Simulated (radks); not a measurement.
Problem. All-electron atom: Co I in [Ar] 3d7 4s2 (the NIST ground configuration). Calculated with a radial shooting solver on a logarithmic mesh with Libxc functionals: scalar-relativistic Kohn-Sham, r2SCAN, spin-polarised, spherical densities, finite nucleus; open shells are filled with parallel spins first; meta-GGA in the generalised Kohn-Sham scheme; Fermi nuclear charge, rms radius 3.7875 fm. Some entries of the table are withheld. Estimate them.

orbital,occ.,eigenvalue (eV),<r> (bohr)
1s down,1,-7618.306,0.05620
1s up,1,-7618.295,0.05620
2s up,1,-909.3186,0.2551
2s down,1,-907.3091,0.2548
2p up,3,-777.0472,0.2250
2p down,3,-775.5215,0.2246
3s up,1,-107.7895,(1)
3s down,1,-103.4750,(2)
3p up,3,(3),0.8143
3p down,3,(4),0.8194
3d up,5,-9.9725,1.039
3d down,2,-6.1152,1.126
4s up,1,(5),2.821
4s down,1,(6),2.990

Solution. 
(1) 3s up <r> (bohr): 0.7721
(2) 3s down <r> (bohr): 0.7750
(3) 3p up eigenvalue (eV): -69.5814
(4) 3p down eigenvalue (eV): -65.3037
(5) 4s up eigenvalue (eV): -5.9481
(6) 4s down eigenvalue (eV): -5.4035
